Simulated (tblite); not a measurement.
A geometry optimisation, step by step.

Species: C2H10O3Si3.
Numbering: `[CH3:1][CH2:2][SiH:3]1[O:4][SiH2:5][O:6][SiH2:7][O:8]1` (hydrogens: H9, H10, H11 on C1; H12, H13 on C2; H14 on Si3; H15, H16 on Si5; H17, H18 on Si7)

Computed with GFN2-xTB (tblite), gas phase: L-BFGS steps from a force-field or distance-geometry start until the largest atomic force falls under 0.01 eV/Å. 8 of its 184 geometries are shown.

Step 0: E = -735.9533 eV, largest atomic force 2.957 eV/Å
```
atom  x, y, z in Å  |  force x, y, z in eV/Å
C1      2.894    0.256   -0.173   -0.789   0.478   0.276
C2      1.794   -0.797   -0.028    0.955  -0.867   1.079
Si3     0.230    0.027   -0.535   -1.750   0.023   0.248
O4     -0.929   -1.035   -1.206   -0.451   2.731  -0.025
Si5    -2.260   -0.067   -1.697   -0.223  -0.114   0.325
O6     -2.989    0.685   -0.353    2.500  -1.563   0.230
Si7    -2.091    0.321    1.075    0.008   1.248  -0.300
O8     -0.459    0.776    0.847   -1.444  -1.568  -1.574
H9      2.448    1.188    0.261    0.885  -0.560  -0.495
H10     3.102    0.390   -1.249    0.222   0.129   0.787
H11     3.762   -0.037    0.421    0.037   0.206  -0.471
H12     1.800   -1.113    1.050   -0.204   0.088  -0.971
H13     2.042   -1.669   -0.638   -0.074   0.058   0.220
H14     0.597    1.011   -1.583   -0.366  -0.047   0.350
H15    -1.822    0.962   -2.681   -0.053  -0.253   0.617
H16    -3.266   -0.882   -2.391    0.341  -0.105   0.521
H17    -2.274   -1.096    1.371    0.169   0.040  -0.156
H18    -2.588    1.087    2.233    0.239   0.075  -0.660
```

Step 26: E = -737.4933 eV, largest atomic force 0.368 eV/Å
```
atom  x, y, z in Å  |  force x, y, z in eV/Å
C1      3.018    0.132   -0.118    0.022  -0.006   0.035
C2      1.802   -0.784   -0.124   -0.003  -0.095   0.025
Si3     0.256    0.203   -0.593    0.128  -0.152   0.002
O4     -0.733   -0.384   -1.750   -0.026   0.039   0.031
Si5    -2.347   -0.160   -1.821   -0.119  -0.058   0.081
O6     -2.902    0.134   -0.321   -0.090   0.024  -0.076
Si7    -2.156    0.321    1.113   -0.096  -0.261  -0.241
O8     -0.566    0.250    0.809   -0.010   0.133   0.203
H9      2.803    1.007    0.485    0.005   0.142  -0.007
H10     3.271    0.458   -1.122   -0.014   0.011  -0.031
H11     3.889   -0.350    0.319    0.026  -0.147  -0.059
H12     1.648   -1.131    0.896   -0.004  -0.089   0.092
H13     2.002   -1.672   -0.721   -0.035   0.108  -0.161
H14     0.554    1.570   -0.996   -0.014   0.157  -0.029
H15    -2.655    1.042   -2.593    0.092  -0.111   0.043
H16    -2.922   -1.431   -2.242    0.126   0.076   0.023
H17    -2.509   -0.848    1.911    0.067   0.093   0.005
H18    -2.461    1.651    1.589   -0.053   0.137   0.063
```

Step 52: E = -737.6054 eV, largest atomic force 0.070 eV/Å
```
atom  x, y, z in Å  |  force x, y, z in eV/Å
C1      3.064    0.033   -0.136    0.018   0.001   0.007
C2      1.753   -0.743   -0.198   -0.028   0.002  -0.008
Si3     0.265    0.403   -0.433   -0.002   0.010   0.001
O4     -0.653   -0.150   -1.662    0.008   0.010  -0.006
Si5    -2.267   -0.275   -1.787   -0.006   0.015   0.013
O6     -2.927   -0.051   -0.319    0.000   0.017   0.018
Si7    -2.258    0.390    1.093    0.006  -0.005   0.035
O8     -0.642    0.434    0.922   -0.023  -0.002  -0.016
H9      3.004    0.826    0.603    0.004   0.008   0.040
H10     3.291    0.486   -1.096   -0.053   0.034  -0.031
H11     3.892   -0.620    0.130    0.025  -0.048   0.008
H12     1.647   -1.323    0.720   -0.025   0.022   0.025
H13     1.807   -1.459   -1.018    0.006  -0.011  -0.013
H14     0.562    1.802   -0.736    0.013  -0.012  -0.023
H15    -2.735    0.823   -2.619    0.003  -0.019  -0.028
H16    -2.548   -1.647   -2.171    0.017  -0.002  -0.002
H17    -2.545   -0.665    2.050    0.026  -0.019  -0.014
H18    -2.718    1.740    1.379    0.012  -0.002  -0.005
```

Step 78: E = -737.6174 eV, largest atomic force 0.014 eV/Å
```
atom  x, y, z in Å  |  force x, y, z in eV/Å
C1      3.054    0.006   -0.126    0.003   0.000   0.006
C2      1.720   -0.731   -0.188   -0.007   0.003  -0.005
Si3     0.272    0.461   -0.447   -0.002   0.001   0.004
O4     -0.647   -0.077   -1.681    0.000   0.001   0.004
Si5    -2.253   -0.290   -1.786    0.004   0.000   0.002
O6     -2.917   -0.020   -0.327    0.000   0.005   0.000
Si7    -2.248    0.400    1.093    0.001  -0.010  -0.002
O8     -0.639    0.523    0.904   -0.007   0.000  -0.005
H9      3.063    0.703    0.708    0.004   0.009   0.002
H10     3.218    0.571   -1.039    0.008  -0.001  -0.001
H11     3.880   -0.692    0.000    0.004  -0.005   0.006
H12     1.592   -1.298    0.735   -0.009   0.002  -0.011
H13     1.758   -1.453   -1.005   -0.004   0.003   0.000
H14     0.601    1.846   -0.768    0.006  -0.005  -0.006
H15    -2.775    0.731   -2.679   -0.004   0.005  -0.002
H16    -2.461   -1.692   -2.106   -0.003  -0.005   0.007
H17    -2.469   -0.704    2.014    0.005   0.005  -0.001
H18    -2.756    1.722    1.421    0.000  -0.008   0.002
```

Step 105: E = -737.6187 eV, largest atomic force 0.016 eV/Å
```
atom  x, y, z in Å  |  force x, y, z in eV/Å
C1      3.055   -0.004   -0.102   -0.006   0.006  -0.004
C2      1.712   -0.719   -0.205   -0.014  -0.006   0.005
Si3     0.274    0.483   -0.474   -0.003  -0.002   0.002
O4     -0.657   -0.067   -1.694    0.006   0.008  -0.002
Si5    -2.263   -0.293   -1.783    0.009  -0.005   0.012
O6     -2.916   -0.004   -0.324   -0.002  -0.003   0.006
Si7    -2.232    0.396    1.095    0.005  -0.002   0.001
O8     -0.630    0.565    0.881   -0.006  -0.003  -0.004
H9      3.048    0.703    0.723   -0.005   0.000   0.003
H10     3.260    0.547   -1.016    0.010   0.011  -0.006
H11     3.864   -0.714    0.060   -0.009  -0.001  -0.001
H12     1.554   -1.296    0.708   -0.004  -0.011   0.003
H13     1.757   -1.433   -1.029    0.006   0.006   0.000
H14     0.606    1.865   -0.809    0.005  -0.010  -0.010
H15    -2.801    0.709   -2.688    0.000   0.005   0.004
H16    -2.464   -1.702   -2.077    0.002   0.000  -0.001
H17    -2.410   -0.730    1.998    0.002   0.007  -0.007
H18    -2.765    1.698    1.461    0.002   0.000  -0.002
```

Step 131: E = -737.6203 eV, largest atomic force 0.022 eV/Å
```
atom  x, y, z in Å  |  force x, y, z in eV/Å
C1      3.025   -0.020   -0.037    0.005   0.007   0.005
C2      1.688   -0.720   -0.259    0.005   0.006  -0.009
Si3     0.283    0.519   -0.537    0.006  -0.002  -0.005
O4     -0.681   -0.019   -1.737    0.003  -0.011   0.005
Si5    -2.277   -0.312   -1.767    0.001  -0.002   0.001
O6     -2.893   -0.049   -0.286    0.008  -0.003   0.003
Si7    -2.181    0.409    1.100   -0.022   0.003   0.002
O8     -0.600    0.658    0.827    0.015   0.003  -0.001
H9      2.963    0.656    0.812    0.006  -0.002   0.004
H10     3.295    0.562   -0.913    0.009   0.010   0.009
H11     3.819   -0.740    0.154   -0.011  -0.006  -0.004
H12     1.473   -1.350    0.606   -0.001  -0.001   0.009
H13     1.779   -1.383   -1.120   -0.004   0.001  -0.013
H14     0.653    1.881   -0.906   -0.010   0.000  -0.005
H15    -2.884    0.668   -2.651   -0.002   0.008  -0.009
H16    -2.431   -1.728   -2.052   -0.007  -0.009  -0.001
H17    -2.270   -0.711    2.023   -0.012  -0.010   0.010
H18    -2.770    1.686    1.468    0.013   0.007   0.000
```

Step 157: E = -737.6281 eV, largest atomic force 0.064 eV/Å
```
atom  x, y, z in Å  |  force x, y, z in eV/Å
C1      2.960   -0.036    0.144   -0.058   0.018   0.016
C2      1.703   -0.698   -0.413    0.059  -0.019  -0.017
Si3     0.287    0.526   -0.693    0.015  -0.002   0.009
O4     -0.733   -0.110   -1.796   -0.003   0.029   0.029
Si5    -2.333   -0.371   -1.718    0.006  -0.016  -0.002
O6     -2.832   -0.145   -0.188   -0.025   0.006  -0.015
Si7    -2.064    0.463    1.108    0.011  -0.009  -0.014
O8     -0.517    0.754    0.709    0.003  -0.003  -0.010
H9      2.744    0.454    1.090    0.002  -0.010  -0.001
H10     3.330    0.718   -0.547    0.000  -0.039   0.017
H11     3.746   -0.773    0.309   -0.017   0.041  -0.013
H12     1.385   -1.487    0.274    0.021   0.022  -0.029
H13     1.958   -1.184   -1.356   -0.029  -0.001   0.003
H14     0.617    1.863   -1.176    0.002  -0.023   0.012
H15    -2.987    0.643   -2.531    0.010  -0.026  -0.003
H16    -2.529   -1.778   -2.022   -0.008   0.012   0.012
H17    -2.058   -0.577    2.124   -0.001  -0.008  -0.008
H18    -2.684    1.743    1.406    0.013   0.027   0.014
```

Step 183: E = -737.6416 eV, largest atomic force 0.009 eV/Å
```
atom  x, y, z in Å  |  force x, y, z in eV/Å
C1      2.860   -0.064    0.289    0.000   0.004   0.000
C2      1.771   -0.667   -0.590    0.001   0.003   0.003
Si3     0.292    0.492   -0.785   -0.002   0.004   0.000
O4     -0.781   -0.176   -1.814   -0.005  -0.002   0.000
Si5    -2.377   -0.429   -1.658    0.006  -0.003  -0.003
O6     -2.836   -0.021   -0.153    0.007   0.004  -0.003
Si7    -1.981    0.545    1.107   -0.002  -0.005  -0.002
O8     -0.426    0.706    0.662   -0.002   0.001  -0.005
H9      2.467    0.167    1.275   -0.005  -0.002   0.002
H10     3.232    0.859   -0.149    0.000   0.006  -0.005
H11     3.698   -0.750    0.401   -0.002  -0.005   0.002
H12     1.458   -1.623   -0.163    0.000  -0.006   0.000
H13     2.187   -0.886   -1.573    0.001  -0.006  -0.004
H14     0.571    1.830   -1.300   -0.002  -0.001   0.001
H15    -3.054    0.484   -2.564    0.000   0.002   0.002
H16    -2.586   -1.861   -1.797    0.004   0.001  -0.001
H17    -2.010   -0.476    2.142    0.000   0.001   0.005
H18    -2.492    1.875    1.395    0.000   0.003   0.006
```

Task: Summarise the path.

Result: The energy falls by 38.93 kcal/mol from step 0 to step 183; nine tenths of that is first reached at step 25. It rises by more than 0.2 meV at step 166. The largest force goes from 2.957 to 0.009 eV/Å. Among the bonds O6–Si7 changes most, from 1.726 to 1.625 Å; the atoms move by 0.968 Å rms after alignment.

Task: Follow the three bonds and two angles with the largest change from start to end.

Result: 
```json
{"step": "0", "E above end (kcal/mol)": "38.93", "largest force (eV/Å)": "2.957", "O6–Si7 (Å)": "1.726", "O4–Si5 (Å)": "1.718", "Si3–O8 (Å)": "1.717", "Si3–O4–Si5 (°)": "106.7", "Si5–O6–Si7 (°)": "109.7"}
{"step": "8", "E above end (kcal/mol)": "14.06", "largest force (eV/Å)": "0.445", "O6–Si7 (Å)": "1.640", "O4–Si5 (Å)": "1.642", "Si3–O8 (Å)": "1.637", "Si3–O4–Si5 (°)": "116.1", "Si5–O6–Si7 (°)": "124.6"}
{"step": "16", "E above end (kcal/mol)": "7.76", "largest force (eV/Å)": "0.338", "O6–Si7 (Å)": "1.622", "O4–Si5 (Å)": "1.633", "Si3–O8 (Å)": "1.623", "Si3–O4–Si5 (°)": "119.6", "Si5–O6–Si7 (°)": "125.7"}
{"step": "24", "E above end (kcal/mol)": "4.08", "largest force (eV/Å)": "0.326", "O6–Si7 (Å)": "1.626", "O4–Si5 (Å)": "1.633", "Si3–O8 (Å)": "1.632", "Si3–O4–Si5 (°)": "124.3", "Si5–O6–Si7 (°)": "132.0"}
{"step": "32", "E above end (kcal/mol)": "2.49", "largest force (eV/Å)": "0.150", "O6–Si7 (Å)": "1.628", "O4–Si5 (Å)": "1.627", "Si3–O8 (Å)": "1.627", "Si3–O4–Si5 (°)": "128.1", "Si5–O6–Si7 (°)": "130.5"}
{"step": "40", "E above end (kcal/mol)": "1.40", "largest force (eV/Å)": "0.215", "O6–Si7 (Å)": "1.627", "O4–Si5 (Å)": "1.623", "Si3–O8 (Å)": "1.628", "Si3–O4–Si5 (°)": "130.2", "Si5–O6–Si7 (°)": "130.8"}
{"step": "48", "E above end (kcal/mol)": "0.92", "largest force (eV/Å)": "0.082", "O6–Si7 (Å)": "1.623", "O4–Si5 (Å)": "1.624", "Si3–O8 (Å)": "1.631", "Si3–O4–Si5 (°)": "129.9", "Si5–O6–Si7 (°)": "131.1"}
{"step": "56", "E above end (kcal/mol)": "0.77", "largest force (eV/Å)": "0.063", "O6–Si7 (Å)": "1.624", "O4–Si5 (Å)": "1.624", "Si3–O8 (Å)": "1.631", "Si3–O4–Si5 (°)": "129.6", "Si5–O6–Si7 (°)": "131.1"}
{"step": "64", "E above end (kcal/mol)": "0.64", "largest force (eV/Å)": "0.065", "O6–Si7 (Å)": "1.625", "O4–Si5 (Å)": "1.623", "Si3–O8 (Å)": "1.630", "Si3–O4–Si5 (°)": "130.5", "Si5–O6–Si7 (°)": "131.3"}
{"step": "72", "E above end (kcal/mol)": "0.57", "largest force (eV/Å)": "0.022", "O6–Si7 (Å)": "1.624", "O4–Si5 (Å)": "1.623", "Si3–O8 (Å)": "1.629", "Si3–O4–Si5 (°)": "130.5", "Si5–O6–Si7 (°)": "131.4"}
{"step": "80", "E above end (kcal/mol)": "0.56", "largest force (eV/Å)": "0.016", "O6–Si7 (Å)": "1.624", "O4–Si5 (Å)": "1.623", "Si3–O8 (Å)": "1.630", "Si3–O4–Si5 (°)": "130.5", "Si5–O6–Si7 (°)": "131.3"}
{"step": "88", "E above end (kcal/mol)": "0.55", "largest force (eV/Å)": "0.019", "O6–Si7 (Å)": "1.624", "O4–Si5 (Å)": "1.623", "Si3–O8 (Å)": "1.631", "Si3–O4–Si5 (°)": "130.7", "Si5–O6–Si7 (°)": "131.1"}
{"step": "95", "E above end (kcal/mol)": "0.54", "largest force (eV/Å)": "0.021", "O6–Si7 (Å)": "1.625", "O4–Si5 (Å)": "1.624", "Si3–O8 (Å)": "1.631", "Si3–O4–Si5 (°)": "130.5", "Si5–O6–Si7 (°)": "131.1"}
{"step": "103", "E above end (kcal/mol)": "0.53", "largest force (eV/Å)": "0.015", "O6–Si7 (Å)": "1.624", "O4–Si5 (Å)": "1.624", "Si3–O8 (Å)": "1.631", "Si3–O4–Si5 (°)": "130.7", "Si5–O6–Si7 (°)": "131.2"}
{"step": "111", "E above end (kcal/mol)": "0.52", "largest force (eV/Å)": "0.020", "O6–Si7 (Å)": "1.625", "O4–Si5 (Å)": "1.624", "Si3–O8 (Å)": "1.630", "Si3–O4–Si5 (°)": "130.7", "Si5–O6–Si7 (°)": "131.0"}
{"step": "119", "E above end (kcal/mol)": "0.51", "largest force (eV/Å)": "0.016", "O6–Si7 (Å)": "1.624", "O4–Si5 (Å)": "1.623", "Si3–O8 (Å)": "1.630", "Si3–O4–Si5 (°)": "130.8", "Si5–O6–Si7 (°)": "131.2"}
{"step": "127", "E above end (kcal/mol)": "0.50", "largest force (eV/Å)": "0.018", "O6–Si7 (Å)": "1.624", "O4–Si5 (Å)": "1.623", "Si3–O8 (Å)": "1.631", "Si3–O4–Si5 (°)": "130.8", "Si5–O6–Si7 (°)": "131.2"}
{"step": "135", "E above end (kcal/mol)": "0.48", "largest force (eV/Å)": "0.025", "O6–Si7 (Å)": "1.624", "O4–Si5 (Å)": "1.623", "Si3–O8 (Å)": "1.631", "Si3–O4–Si5 (°)": "130.8", "Si5–O6–Si7 (°)": "131.2"}
{"step": "143", "E above end (kcal/mol)": "0.43", "largest force (eV/Å)": "0.045", "O6–Si7 (Å)": "1.625", "O4–Si5 (Å)": "1.623", "Si3–O8 (Å)": "1.631", "Si3–O4–Si5 (°)": "130.7", "Si5–O6–Si7 (°)": "131.1"}
{"step": "151", "E above end (kcal/mol)": "0.36", "largest force (eV/Å)": "0.034", "O6–Si7 (Å)": "1.625", "O4–Si5 (Å)": "1.622", "Si3–O8 (Å)": "1.630", "Si3–O4–Si5 (°)": "130.6", "Si5–O6–Si7 (°)": "130.8"}
{"step": "159", "E above end (kcal/mol)": "0.29", "largest force (eV/Å)": "0.057", "O6–Si7 (Å)": "1.625", "O4–Si5 (Å)": "1.622", "Si3–O8 (Å)": "1.631", "Si3–O4–Si5 (°)": "130.5", "Si5–O6–Si7 (°)": "131.2"}
{"step": "167", "E above end (kcal/mol)": "0.15", "largest force (eV/Å)": "0.068", "O6–Si7 (Å)": "1.625", "O4–Si5 (Å)": "1.623", "Si3–O8 (Å)": "1.629", "Si3–O4–Si5 (°)": "130.8", "Si5–O6–Si7 (°)": "130.6"}
{"step": "175", "E above end (kcal/mol)": "0.02", "largest force (eV/Å)": "0.036", "O6–Si7 (Å)": "1.625", "O4–Si5 (Å)": "1.623", "Si3–O8 (Å)": "1.629", "Si3–O4–Si5 (°)": "131.0", "Si5–O6–Si7 (°)": "131.0"}
{"step": "183", "E above end (kcal/mol)": "0.00", "largest force (eV/Å)": "0.009", "O6–Si7 (Å)": "1.625", "O4–Si5 (Å)": "1.623", "Si3–O8 (Å)": "1.630", "Si3–O4–Si5 (°)": "130.6", "Si5–O6–Si7 (°)": "131.0"}
```

The cost below is that of the whole relaxation. Time: 2.9 s wall. Hardware: an Arm Neoverse N1 with one thread, no GPU, shared host with 64 logical CPUs at a one-minute load of 61.
